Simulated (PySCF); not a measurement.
## How methods differ on the ionisation energy of Ar²⁺

Ar²⁺ [Ne] 3s2 3p4 (3P) → Ar³⁺ [Ne] 3s2 3p3 (4S), as a difference of total energies. Calculation: PySCF 2.14, in aug-cc-pCVTZ-DK; scalar relativity by spin-free X2C-1e. Correlated levels: valence: [Ne] frozen; valence and next inner shell: 1s2 frozen; nothing frozen. The calculations carry no spin-orbit coupling.

```csv
method,ionisation energy (eV),plus first-order spin-orbit estimate,difference from reference of that sum (eV)
UHF,39.387,39.449,-1.286
LDA,40.846,40.908,+0.173
PBE,40.729,40.792,+0.057
PBE0,40.727,40.790,+0.055
r2SCAN,40.693,40.756,+0.021
TPSSh,40.793,40.856,+0.121
M06-2X,40.715,40.778,+0.043
B97-3,40.819,40.882,+0.147
B3LYP,40.872,40.935,+0.200
MP2 (valence),40.211,40.274,-0.461
SCS-MP2 (valence),40.302,40.365,-0.370
MP2 (valence and next inner shell),40.252,40.315,-0.420
SCS-MP2 (valence and next inner shell),40.330,40.393,-0.342
MP2 (all electrons),40.255,40.318,-0.417
SCS-MP2 (all electrons),40.332,40.394,-0.341
```

Reference: 40.735 ± 0.012 eV (semi-empirical (NIST evaluation); NIST Atomic Spectra Database, ionization energies).

A first-order spin-orbit estimate (lowest level to lowest level, LS coupling) adds 0.063 eV.

Errors of the correlated levels include the incompleteness of this basis and the frozen core.
